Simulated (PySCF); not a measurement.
Chlorine: a sound run and one with changed settings

Sound run: Cl⁺ [Ne] 3s2 3p4, Cl²⁺ [Ne] 3s2 3p3. All numbers are calculated (PySCF 2.14, the non-relativistic Hamiltonian (point nucleus), in 6-31G*). The sound run starts from symmetry-adapted Hartree-Fock orbitals and uses a fine grid where one is needed.

A second run was set up differently.

```json
{"species": "Cl⁺", "method": "UHF", "sound run (hartree)": "-459.01354", "changed run (hartree)": "-459.01354", "converged": "yes"}
{"species": "Cl⁺", "method": "PBE", "sound run (hartree)": "-459.44805", "changed run (hartree)": "-459.51290", "converged": "yes"}
{"species": "Cl⁺", "method": "B3LYP", "sound run (hartree)": "-459.65387", "changed run (hartree)": "-459.74739", "converged": "yes"}
{"species": "Cl²⁺", "method": "UHF", "sound run (hartree)": "-458.18678", "changed run (hartree)": "-458.18678", "converged": "yes"}
{"species": "Cl²⁺", "method": "PBE", "sound run (hartree)": "-458.57276", "changed run (hartree)": "-458.62528", "converged": "yes"}
{"species": "Cl²⁺", "method": "B3LYP", "sound run (hartree)": "-458.77320", "changed run (hartree)": "-458.84984", "converged": "yes"}
```

Ionisation energy of Cl⁺:

| method | sound run (eV) | changed run (eV) |
| --- | --- | --- |
| UHF | 22.497 | 22.497 |
| PBE | 23.818 | 24.153 |
| B3LYP | 23.964 | 24.423 |

Problem. What was changed?
A. basis contracted for another Hamiltonian
B. radial grid too coarse
C. too few SCF iterations
D. all electrons correlated in a valence basis

Solution. B. It used radial step 0.8 in ln r (0.13 in the sound run). A coarse radial grid mis-integrates the density and the exchange-correlation energy, with errors of either sign; Hartree-Fock needs no grid.
